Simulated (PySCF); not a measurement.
Run record for `COc1nsc(F)c1F`: PBE0/STO-3G, full TDDFT, 3 singlets.

Method: TDDFT PBE0/STO-3G, vertical, gas phase, core orbitals frozen in the response (PySCF 2.14.0, density-fitted response routines). Geometry: GFN2-xTB. The input is one job of a driver script: a line of settings, then coordinates in Å.

Command:
```bash
OMP_NUM_THREADS=1 python probes_run.py task.json out
```

Input:
```
{"job": {"kind": "uv", "xc": "PBE0", "basis": "STO-3G", "nstates": 3, "ntriplets": 5, "tda": false}, "charge": 0, "multiplicity": 1}
C      2.216796    -0.168889     0.141524
O      1.111742     0.628090    -0.251510
C     -0.084461     0.093846    -0.048326
N     -0.262279    -1.088708     0.480848
S     -1.845236    -1.479277     0.610413
C     -2.368459     0.012781    -0.079187
F     -3.650147     0.304037    -0.245736
C     -1.286840     0.782592    -0.395609
F     -1.325154     1.996906    -0.947915
H      2.218977    -1.114115    -0.404913
H      2.172995    -0.381526     1.211320
H      3.103264     0.413576    -0.096935
```

Output:
```
coarse grid: 12152 points
cycle   1  E = -870.4121053487  dE =  1.985e+00  |g| = 7.196e-01  |ddm| = 5.296e+00
cycle   2  E = -870.2138413446  dE =  1.983e-01  |g| = 1.135e+00  |ddm| = 2.365e+00
cycle   3  E = -870.5786025427  dE = -3.648e-01  |g| = 1.377e-01  |ddm| = 1.516e+00
cycle   4  E = -870.5834638922  dE = -4.861e-03  |g| = 7.120e-02  |ddm| = 3.033e-01
cycle   5  E = -870.5850005084  dE = -1.537e-03  |g| = 1.730e-02  |ddm| = 1.104e-01
cycle   6  E = -870.5850976080  dE = -9.710e-05  |g| = 4.374e-03  |ddm| = 2.926e-02
cycle   7  E = -870.5851031388  dE = -5.531e-06  |g| = 1.232e-03  |ddm| = 6.967e-03
final grid: 118104 points
cycle   8  E = -870.5311649124  dE = -2.184e-06  |g| = 7.172e-03  |ddm| = 1.902e-02
cycle   9  E = -870.5311533760  dE =  1.154e-05  |g| = 9.532e-03  |ddm| = 2.119e-02
cycle  10  E = -870.5311796824  dE = -2.631e-05  |g| = 1.559e-03  |ddm| = 1.312e-02
cycle  11  E = -870.5311805031  dE = -8.207e-07  |g| = 2.210e-04  |ddm| = 2.525e-03
cycle  12  E = -870.5311805177  dE = -1.464e-08  |g| = 4.354e-05  |ddm| = 3.345e-04
cycle  13  E = -870.5311805181  dE = -3.888e-10  |g| = 2.943e-05  |ddm| = 1.096e-04
converged SCF energy = -870.5311805181

Static polarisability (au): isotropic 36.952, principal 11.351 40.725 58.779

Singlet excitations
state   eV       nm        f      main configurations
  1   6.0382    205.3   0.00508   H-2->L 0.98
  2   6.0760    204.1   0.12368   H->L 0.92
  3   6.7888    182.6   0.06099   H-1->L 0.92

Triplet excitations (Tamm-Dancoff, eV): 4.0948 4.4905 5.2093 6.9712 7.0897
```

The SCF starts on a coarse grid where the log names one; the energy can jump when the final grid takes over, and dE then counts from the start density on the new grid. H and L stand for HOMO and LUMO; the number after each pair is its weight.

Question: Which computed singlet has the largest oscillator strength, and what do all of them sum to?

Answer: State 2 at 6.08 eV (204 nm), f = 0.124; the 3 states sum to 0.190.

Question: Give the mean polarisability as a volume in Å³, and the ratio of the largest to the smallest principal value.

Answer: 36.952 au × 0.148185 = 5.48 Å³; 58.779/11.351 = 5.18.

In short: SCF converged in 13 cycles with 52 basis and 790 fitting functions; HOMO -3.80 eV, LUMO 2.87 eV; lowest singlet 6.04 eV; lowest triplet 4.09 eV (Tamm–Dancoff); mean polarisability 37.0 au.

Question: How long does this job take on Arm Neoverse V1, one thread, no GPU, shared host with 32 logical CPUs at a one-minute load of 8.9? And the peak memory of the process?

Answer: About 4.5 s, with 0.49 GiB resident at the peak, the Python interpreter and its libraries included.

Shape of the structure used: `[CH3:1][O:2][c:3]1[n:4][s:5][c:6]([F:7])[c:8]1[F:9]`: C1–O2–C3–N4 0°.

One conformer stands for the species.
